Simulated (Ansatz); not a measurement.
`C[Si](S)(Cl)Cl` + H₂ → `C[SiH](Cl)Cl` + H₂S at 700 K and 1 bar (hydrogenolysis of the Si–S bond).

Calculated with Ansatz (gas phase, PBE0-D4/def2-TZVP geometries, no zero-point term in ΔE). CCSD(T)/CBS adds triple-zeta CCSD(T) − MP2 to the extrapolated MP2 energy (def2 sets, frozen cores). This one scheme is used for every species. One conformer a species, not always the lowest.

```json
{"species": "`C[Si](S)(Cl)Cl`", "CCSD(T)/CBS energy (Eh)": "-1647.02782", "H − E (kJ/mol)": "212.1", "S (J/(mol·K))": "488.3"}
{"species": "H₂", "CCSD(T)/CBS energy (Eh)": "-1.17544", "H − E (kJ/mol)": "46.8", "S (J/(mol·K))": "155.3"}
{"species": "`C[SiH](Cl)Cl`", "CCSD(T)/CBS energy (Eh)": "-1249.21450", "H − E (kJ/mol)": "192.8", "S (J/(mol·K))": "424.0"}
{"species": "H₂S", "CCSD(T)/CBS energy (Eh)": "-398.97279", "H − E (kJ/mol)": "64.8", "S (J/(mol·K))": "236.9"}
```

H − E and S are ideal-gas, rigid-rotor, harmonic terms from PBE0-D4/def2-TZVP, for one conformer and one mirror image of each species. The MP2-based limit puts H₂ 0.8 mEh under its directly extrapolated value; such offsets cancel only in part. 1 Eh = 2625.50 kJ/mol, R = 8.31446 J/(mol·K).

Task: By hand: ΔE, ΔH, ΔS and ΔG.

Result: ΔE = (-1249.21450) + (-398.97279) − (-1647.02782) − (-1.17544) = 0.01597 Eh = 41.9 kJ/mol. Δ(H − E) = 192.8 + 64.8 − 212.1 − 46.8 = -1.3, so ΔH = 40.6 kJ/mol. ΔS = 424.0 + 236.9 − 488.3 − 155.3 = 17.3 J/(mol·K). ΔG = 40.6 − 700 × (17.3)/1000 = 28.5 kJ/mol.

Task: By hand: the equilibrium constant, and the temperature at which ΔG would vanish if ΔH and ΔS stayed fixed.

Result: log₁₀ K = −ΔG/(RT ln 10) = -2.1. ΔG = 0 at ΔH/ΔS = 2347 K, though so small a ΔS makes that figure unsure.

ΔH outweighs TΔS. A doubt of 5 kJ/mol in ΔE shifts log₁₀ K by 0.4 here. Other conformers and mirror images would add mixing entropy, several J/(mol·K) or more a flexible species. These are equilibria of isolated gas molecules and say nothing of rates. Largest T1 diagnostic: 0.010 (customary marks: 0.02 for closed shells, 0.045 for open ones).
